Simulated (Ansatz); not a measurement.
The cluster Ca₂O₃H₂, relaxed as a singlet with RKS B3LYP-D4/def2-SVP in Ansatz, starting from the GFN1-xTB geometry. Force threshold 0.02 eV/Å.

The structure comes from a short search, and lower isomers may exist.

Start:

Cartesian coordinates in Å:
```
Ca 0.282 2.146 0.604
Ca 0.701 -0.821 -0.997
O -1.120 3.188 1.171
O -0.601 0.490 -0.454
O 1.013 -2.570 -0.336
H 1.048 -3.424 0.083
H -1.324 0.991 -0.071
```

(1) Estimate the energy that the relaxation releases and the steps that it takes.

(2) Does the start keep its bonding?

(3) Predict the relaxed structure.

Answers

(1) 75.0 kcal/mol, in 48 steps; 79 s on 4 threads of Arm Neoverse V2 on a shared host. The force fell under the threshold at step 30, but the optimiser went on and released 0.014 eV more. No frequencies were taken in this run, so the end may be a saddle point.

(2) Bonds lost: O4–H7 (atoms count from 1). Bonds formed: O3–H7 (atoms count from 1). Metal–metal contacts that move far: Ca1–Ca2 3.40 to 4.10 Å. The end is the same structure that another start reached, the lowest one found.

(3) 
```csv
atom,x (Å),y (Å),z (Å)
Ca1,-0.6380,1.7813,0.8076
Ca2,0.9448,-1.6257,-0.8354
O3,-1.7779,3.4521,0.6064
O4,0.1905,0.0968,-0.0175
O5,1.6520,-3.5160,-0.5948
H6,1.9632,-4.3928,-0.3535
H7,-2.3346,4.2043,0.3872
```
Bond lengths (bridged metal pairs left out): 4 × Ca–O 2.03 to 2.05 Å; 2 × H–O 0.96 Å.
